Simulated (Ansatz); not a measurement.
`C[Si](F)([SiH3])O[SiH3]`, relaxed with RKS PBE-D4/def2-SVP in Ansatz 0.2.0 from a rough embedded geometry. The force threshold is 0.03 eV/Å; the program also tests the step.

Total charge 0; spin multiplicity 1.

Start:

```xyz
15

C    -2.052   -0.855    0.267
Si   -0.521   -0.202   -0.377
F    -0.726   -0.013   -1.940
Si    1.176   -1.755   -0.053
O    -0.121    1.256    0.270
Si    1.001    2.457    0.080
H    -2.046   -1.023    1.345
H    -2.937   -0.168    0.059
H    -2.385   -1.781   -0.180
H     2.454   -1.297   -0.547
H     1.327   -1.952    1.498
H     0.799   -3.066   -0.600
H     0.871    3.028   -1.240
H     2.338    1.867    0.297
H     0.820    3.504    1.122
```

```tsv
step	energy (eV)	largest force (eV/Å)	largest move (Å)
1	-29553.3791	2.214	0.000
2	-29553.6882	1.028	0.113
3	-29553.7579	0.331	0.113
4 (rejected)	-29553.7572	0.278	0.076
5	-29553.7700	0.043	0.037
6	-29553.7712	0.033	0.034
7	-29553.7722	0.012	0.038
8 (rejected)	-29553.7716	0.074	0.113
9	-29553.7728	0.032	0.055
10	-29553.7729	0.029	0.036
```

End:

```xyz
15

C    -2.196   -0.803    0.294
Si   -0.555   -0.291   -0.432
F    -0.716   -0.202   -2.071
Si    1.248   -1.748   -0.011
O    -0.198    1.241    0.131
Si    1.003    2.417    0.118
H    -2.129   -0.881    1.398
H    -2.968   -0.045    0.047
H    -2.523   -1.782   -0.109
H     2.498   -1.236   -0.676
H     1.510   -1.856    1.470
H     0.951   -3.127   -0.539
H     0.979    3.178   -1.178
H     2.356    1.780    0.298
H     0.738    3.355    1.260
```

Hardware: 3 threads of an AMD EPYC 7R13 on a shared host and a share of an NVIDIA H100 80 GB. Wall time 84 s, peak host memory 0.84 GiB.
